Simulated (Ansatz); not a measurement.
Basis-set series for CH8ClNSi2, SMILES `NC[SiH2][SiH2]Cl`. Charge 0, multiplicity 1. The geometry is a stationary point of PBE0-D4/def2-TZVP. It is one conformer, not always the lowest.

```xyz
13

N    -1.1573    1.5315    1.5085
C    -0.9397    0.3165    0.7323
Si    0.8322    0.2710    0.0864
Si    1.1189   -1.5368   -1.3720
Cl   -0.3106   -1.4016   -2.8645
H    -2.0926    1.5538    1.8961
H    -1.0577    2.3533    0.9265
H    -1.0619   -0.5504    1.3905
H    -1.6350    0.1680   -0.1083
H     1.1191    1.5227   -0.6713
H     1.8112    0.1610    1.2022
H     2.4513   -1.5422   -2.0286
H     0.9221   -2.8468   -0.6978
```

| functional | basis | functions | energy (Eh) | HOMO (eV) | LUMO (eV) |
| --- | --- | --- | --- | --- | --- |
| PBE0-D4 | def2-SVP | 122 | -1135.99128 | -6.81 | -0.16 |
| PBE0-D4 | def2-QZVPP | 564 | -1136.50613 | -7.12 | -0.57 |
| ωB97M-V | def2-SVP | 122 | -1136.36387 | -9.17 | 1.78 |
| ωB97M-V | def2-QZVPP | 564 | -1136.88215 | -9.48 | 1.07 |

**Question.** Give the rows for def2-TZVPP. (Estimate.)

**Answer.** The calculation gave: 
```csv
functional,basis,functions,energy (Eh),HOMO (eV),LUMO (eV)
PBE0-D4,def2-TZVPP,300,-1136.46702,-7.07,-0.45
ωB97M-V,def2-TZVPP,300,-1136.84498,-9.43,1.34
```

Positive LUMOs are unbound and depend on the basis.

All numbers were calculated with Ansatz.
